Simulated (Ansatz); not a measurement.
H2MgS (SMILES [MgH][SH]) moved off its minimum; all values from Ansatz (a quantum-chemistry and plane-wave program), cores frozen in correlated methods.
(charge 0, multiplicity 1)
```xyz
4

Mg    -0.8159    -0.5328    -0.8404
H     -1.6441    -1.3274    -2.1689
S      0.5013     0.4913     0.8207
H      0.5631    -0.7484     1.5582
```

| level | largest force (eV/Å) | on atom | rms difference from CCSD(T)/def2-TZVPPD (eV/Å) | dipole (D) |
|---|---|---|---|---|
| HF/def2-TZVPP | 2.48 | S3 | 0.177 | 1.43 |
| PBE/def2-TZVPP | 1.74 | S3 | 0.121 | 1.19 |
| r2SCAN/def2-TZVPP | 2.02 | S3 | 0.051 | 1.26 |
| B3LYP/def2-TZVPP | 1.98 | S3 | 0.042 | 1.25 |
| wB97M-V/def2-TZVPP | 2.11 | S3 | 0.065 | 1.29 |
| MP2/def2-TZVPPD | 2.22 | S3 | 0.085 | 1.29 |
| CCSD(T)/def2-TZVPPD | 2.02 | S3 | 0.000 | 1.31 |

The differences count from one level among others, with limits of its own. Forces at CCSD(T)/def2-TZVPPD (eV/Å):

| atom | Fx | Fy | Fz |
|---|---|---|---|
| Mg1 | 0.057 | -0.092 | -0.150 |
| H2 | 0.194 | 0.245 | 0.410 |
| S3 | -0.160 | -1.866 | 0.768 |
| H4 | -0.092 | 1.713 | -1.028 |
